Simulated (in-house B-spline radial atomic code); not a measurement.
Values are calculated unless marked as measured or tabulated.
Mg ion on Sb atom: potential, deflection and energy transfer

The pair potential comes from two frozen, spherical free-atom densities (PBE, B-spline radial code, scalar-relativistic past argon): electrostatics plus the change in Thomas-Fermi kinetic and Dirac exchange energy where they overlap, the recipe behind the universal ZBL potential, which averages such potentials (from solid-state densities) over many pairs. It is written V = (Z1 Z2 e²/r) φ(r/a), with e² = 14.3996 eV·Å and a = 0.46850 Å/(Z1^0.23 + Z2^0.23); ZBL's fit is φ = 0.18175 e^(−3.1998x) + 0.50986 e^(−0.94229x) + 0.28022 e^(−0.4029x) + 0.02817 e^(−0.20162x). Where φ falls below 4e-4 it is continued as an exponential.

Masses 24.3 and 121.76 u.

| x = r/a | φ, this pair | φ, ZBL |
| --- | --- | --- |
| 0.1 | 0.8862 | 0.8928 |
| 0.5 | 0.6118 | 0.6096 |
| 1.5 | 0.3043 | 0.2995 |
| 3 | 0.136 | 0.1292 |
| 5 | 0.05454 | 0.05224 |
| 8 | 0.01765 | 0.01705 |
| 12 | 0.004868 | 0.00474 |
| 17 | 0.001219 | 0.001212 |

(1) At x = 1 the electrostatic, kinetic and exchange parts are 24404.83, 9509.7 and -351.96 eV. Find r, V and φ.

(2) The ion comes in at 9.57 keV with impact parameter 0.0552 Å. The scattering integral gives a centre-of-mass angle of 140.2° and a closest approach of 2.179 a. What are the reduced energy, the energy passed on and the laboratory angles?

## Answers

(1) a = 0.46850/(1.7710 + 2.4703) = 0.11046 Å, so r = 0.11046 Å. V = 24404.83 + 9509.7 + (-351.96) = 33562.57 eV. The bare repulsion is 12 × 51 × 14.3996/0.11046 = 79778 eV, so φ = 0.4207, +1.0 % against ZBL's 0.4164. The kinetic (Pauli) term is 28 % of V here.

(2) ε = E a M2/(Z1 Z2 e² (M1 + M2)) = 9570 × 1.0449e-05 = 0.1. The most that one collision can pass on is γE with γ = 4 M1 M2/(M1 + M2)² = 0.5548. Here T = γE sin²(θ/2) = 0.5548 × 9570 × 0.884 = 4693 eV. The ion turns by arctan(sin θ/(cos θ + M1/M2)) = 131.6° (second quadrant: it bounces back), and the struck atom leaves at (180° − θ)/2 = 19.9°. The closest approach is 0.241 Å. With ZBL the angle would be 139.86° and T = 4684 eV.
